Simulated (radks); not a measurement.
Results of a calculation; reference values are marked as such.
Effect of the nuclear size on neutral strontium, [Kr] 5s2. Level of theory: Dirac Kohn-Sham, BLYP, spin-unpolarised, spherical densities, finite nucleus; Fermi nuclear charge, rms radius 4.224 fm (a radial shooting solver on a logarithmic mesh with Libxc functionals). The rms radius is varied about that value; shifts are against it.

rms radius (fm)  total energy shift (eV)  density at nucleus (e/bohr^3)  1s1/2 shift (meV)  2s1/2 shift (meV)  3p1/2 shift (meV)  4s1/2 shift (meV)  4p1/2 shift (meV)
3.7171                            -0.187                       6.17e+04              -79.4              -8.18              0.143             -0.160              0.041
3.903                             -0.121                      6.144e+04              -51.4              -5.29              0.092             -0.104              0.027
4.224                                  0                        6.1e+04              0.000              0.000              0.000              0.000              0.000
4.4268                            0.0811                      6.075e+04               34.3               3.54             -0.062              0.069             -0.018
5.0223                             0.339                      6.007e+04                144               14.8             -0.259              0.290             -0.074

Slopes of the eigenvalues against <r^2> in GHz/fm^2, as finite differences over the two radii next to the reference (eigenvalue slopes, not the field-shift constants of lines): 1s1/2 4750, 2s1/2 489, 3p1/2 -8.54, 4s1/2 9.59, 4p1/2 -2.45.
